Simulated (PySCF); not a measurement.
Cs (caesium, neutral) across methods

[Xe] 5d1, 2D determinant (an excited configuration). All numbers are calculated (PySCF 2.14, scalar relativity through the core potential, in def2-TZVPPD with the def2 core potential (46 electrons) (5s4p3d1f, 39 functions)).

| method | E (hartree) | mean ε 5p α (eV) | mean ε 5p β (eV) | mean ε 5d α (eV) | Σ⟨r²⟩ (bohr²) | ⟨S²⟩ |
| --- | --- | --- | --- | --- | --- | --- |
| PBE | -20.0913 | -13.793 | -13.676 | -0.938 | 89.50 | 0.750 |
| PBE0 | -20.0825 | -15.245 | -15.105 | -1.225 | 89.72 | 0.750 |
| wB97M-V | -20.0044 | -17.342 | -17.203 | -1.918 | 86.78 | 0.750 |
| B3LYP | -20.0914 | -14.954 | -14.844 | -1.181 | 89.94 | 0.750 |
| M06-L | -20.0765 | -14.394 | -14.326 | -0.958 | 100.6 | 0.750 |
| LDA | -20.0117 | -13.694 | -13.582 | -0.882 | 87.38 | 0.750 |
| UHF | -19.79111 | -19.153 | -19.029 | -1.760 | 105.1 | 0.750 |
| r2SCAN | -20.0921 | -14.203 | -14.075 | -0.866 | 88.55 | 0.750 |

Estimate the same row for CAM-B3LYP.

E (hartree) = -20.0475; mean ε 5p α (eV) = -16.567; mean ε 5p β (eV) = -16.435; mean ε 5d α (eV) = -1.639; Σ⟨r²⟩ (bohr²) = 88.67; ⟨S²⟩ = 0.750.

Energies and moments cover only the electrons outside the core potential. Spin-orbit coupling, absent here, splits the open shell strongly.
